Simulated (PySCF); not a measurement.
Sn(Cl)2(NH2)2, H4Cl2N2Sn, SMILES [NH2][Sn]([NH2])([Cl])[Cl], PBE0/def2-SVP optimised geometry.

```
9

N      1.11    -0.68     0.00
Sn    -0.90    -0.68     0.00
N     -1.61    -1.75    -1.55
Cl    -1.50     1.59     0.00
Cl    -1.90    -1.65     1.89
H      1.50    -1.59     0.27
H      1.49     0.03     0.62
H     -1.47    -1.29    -2.45
H     -2.60    -1.96    -1.45
```

Density from PBE0/def2-TZVP, def2 effective core potentials past Kr (PySCF) at that geometry. The core electrons that the potentials of Sn replace are not part of the density.

Minimum of the electron density along straight lines between bonded atoms, close to the bond critical point (lines longer than 1.1 times the sum of covalent radii, or with two minima, are not listed):

```json
[
 {"bond": "N1–Sn2", "length / Å": "2.013", "ρ at the minimum / e bohr⁻³": "0.123", "∇²ρ there / e bohr⁻⁵": "0.33", "position (fraction from the first atom)": "0.49"},
 {"bond": "Sn2–N3", "length / Å": "2.013", "ρ at the minimum / e bohr⁻³": "0.123", "∇²ρ there / e bohr⁻⁵": "0.33", "position (fraction from the first atom)": "0.51"},
 {"bond": "Sn2–Cl4", "length / Å": "2.349", "ρ at the minimum / e bohr⁻³": "0.086", "∇²ρ there / e bohr⁻⁵": "0.17", "position (fraction from the first atom)": "0.47"},
 {"bond": "Sn2–Cl5", "length / Å": "2.349", "ρ at the minimum / e bohr⁻³": "0.086", "∇²ρ there / e bohr⁻⁵": "0.17", "position (fraction from the first atom)": "0.47"},
 {"bond": "N1–H6", "length / Å": "1.019", "ρ at the minimum / e bohr⁻³": "0.329", "∇²ρ there / e bohr⁻⁵": "-1.57", "position (fraction from the first atom)": "0.74"},
 {"bond": "N1–H7", "length / Å": "1.019", "ρ at the minimum / e bohr⁻³": "0.329", "∇²ρ there / e bohr⁻⁵": "-1.59", "position (fraction from the first atom)": "0.74"},
 {"bond": "N3–H8", "length / Å": "1.019", "ρ at the minimum / e bohr⁻³": "0.329", "∇²ρ there / e bohr⁻⁵": "-1.57", "position (fraction from the first atom)": "0.74"},
 {"bond": "N3–H9", "length / Å": "1.019", "ρ at the minimum / e bohr⁻³": "0.329", "∇²ρ there / e bohr⁻⁵": "-1.59", "position (fraction from the first atom)": "0.74"}
]
```
